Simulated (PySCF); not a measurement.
System (SMILES): F[C]Cl (closed-shell singlet).
Geometry (B3LYP-D3(BJ)/def2-TZVP, fixed):
```xyz
3

F     -1.4677    -0.2909     0.0321
C     -0.5979     0.6705    -0.0192
Cl     0.9880    -0.0826    -0.0102
```
Charge 0, spin multiplicity 1.

Basis-set convergence of the isotropic shielding of Cl3 at HF with PySCF. GIAO, no density fitting; atoms are numbered in the order shown. All functions are spherical. No added dispersion term, no relativity. Reference: the value in pcSseg-3, 133.21 ppm, itself unsure by roughly 4.13 ppm (its mean distance from pcseg-3, pcSseg-2). Deviations are taken from unrounded values.

```csv
basis,functions,isotropic shielding of Cl3 (ppm)
def2-SVP,46,219.97
def2-SVPD,70,211.79
pcseg-1,46,133.86
aug-pcseg-1,73,134.30
cc-pV(D+d)Z,51,232.54
aug-cc-pV(D+d)Z,78,203.69
6-311G**,62,197.49
6-311+G**,74,176.77
pcseg-2,94,143.35
aug-pcseg-2,142,139.08
cc-pV(T+d)Z,99,189.57
aug-cc-pV(T+d)Z,147,179.26
def2-TZVP,99,108.13
def2-TZVPD,123,105.06
def2-TZVPP,104,108.19
def2-TZVPPD,128,105.08
cc-pV(Q+d)Z,174,183.70
aug-cc-pV(Q+d)Z,249,179.44
def2-QZVPP,184,137.47
def2-QZVPPD,208,135.51
pcseg-3,184,127.07
aug-pcseg-3,259,126.43
```

What the diffuse functions change, pair by pair:
- def2-SVP to def2-SVPD: 24 more functions, deviation 86.76 to 78.58 ppm
- pcseg-1 to aug-pcseg-1: 27 more functions, deviation 0.64 to 1.08 ppm
- cc-pV(D+d)Z to aug-cc-pV(D+d)Z: 27 more functions, deviation 99.32 to 70.48 ppm
- 6-311G** to 6-311+G**: 12 more functions, deviation 64.27 to 43.56 ppm
- pcseg-2 to aug-pcseg-2: 48 more functions, deviation 10.13 to 5.86 ppm
- cc-pV(T+d)Z to aug-cc-pV(T+d)Z: 48 more functions, deviation 56.36 to 46.05 ppm
- def2-TZVP to def2-TZVPD: 24 more functions, deviation -25.08 to -28.16 ppm
- def2-TZVPP to def2-TZVPPD: 24 more functions, deviation -25.02 to -28.13 ppm
- cc-pV(Q+d)Z to aug-cc-pV(Q+d)Z: 75 more functions, deviation 50.49 to 46.23 ppm
- def2-QZVPP to def2-QZVPPD: 24 more functions, deviation 4.25 to 2.30 ppm
- pcseg-3 to aug-pcseg-3: 75 more functions, deviation -6.15 to -6.78 ppm

They bring the value nearer the reference by more than 4.13 ppm in 6 of 11 pairs.
